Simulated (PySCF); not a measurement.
C4H14AlNSi, SMILES [CH3][Al]([CH3])[NH][SiH](C)C (GFN2-xTB optimised geometry):

```
21

Si    -2.574    -0.021     0.000
C     -3.155    -0.927     1.564
C     -3.190    -0.904    -1.570
N     -0.831    -0.021     0.000
Al     0.515     0.065     1.212
C      0.140     0.567     3.102
C      2.331    -0.353     0.501
H     -3.101     1.361     0.000
H     -2.930    -1.989     1.516
H     -4.225    -0.822     1.713
H     -2.653    -0.525     2.437
H     -2.817    -1.922    -1.633
H     -4.274    -0.950    -1.587
H     -2.873    -0.381    -2.467
H     -0.465    -0.064    -0.947
H     -0.149    -0.292     3.716
H      1.008     1.018     3.591
H     -0.683     1.286     3.167
H      2.391    -1.361     0.078
H      2.629     0.331    -0.300
H      3.101    -0.287     1.276
```

Calculation: PBE0/def2-SVP in PySCF.

Q: What are the frontier orbital energies and the dipole moment?

A: HOMO-2 -8.26 eV, HOMO-1 -7.63 eV, HOMO -6.97 eV, LUMO 0.04 eV, LUMO+1 0.61 eV; dipole moment 0.73 D.

Meta-Löwdin charges at PBE0/def2-SVP: Si1 0.87, C2 -0.56, C3 -0.56, N4 -0.78, Al5 0.82, C6 -0.61, C7 -0.61, H8 -0.15, H9 0.11, H10 0.11, H11 0.12, H12 0.11, H13 0.12, H14 0.11, H15 0.22, H16 0.11, H17 0.11, H18 0.11, H19 0.11, H20 0.11, H21 0.11.
